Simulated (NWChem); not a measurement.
System: C4H3NS; SMILES C#C[C@@H]1N=CS1

```xyz
9

C     -0.2564    -2.7247     0.3266
C     -0.0245    -1.5984    -0.0891
C      0.2516    -0.2786    -0.6009
N      1.4198     0.4217    -0.0423
C      0.7455     1.4324     0.4038
S     -0.9488     1.1065     0.0093
H     -0.4562    -3.7191     0.7014
H      0.2513    -0.2470    -1.7116
H      1.1491     2.3259     0.9149
```
Atoms are numbered in this order, from 1.

Computed with NWChem. Structure relaxed at the PBE-D3(BJ)/def2-SVP level. Level MN15/def2-SVP: energy and gradient on several grids; changes count from the extra-fine grid, which is no exact limit either.

Task: Which is the coarsest grid (xfine; fine; coarse; medium; xcoarse) from which on the energy stays within 100 μHa and each gradient component within 200 μHa/bohr of xfine?

Result: medium.
```tsv
grid	size of the energy change (μHa)	largest change of a gradient component (μHa/bohr)	time, medium = 1 (rough)
xcoarse	80000	4000	about 1
coarse	600	300	about 1
medium	20	40	about 1
fine	< 10	< 30	about 1
xfine	< 10	< 30	4
```
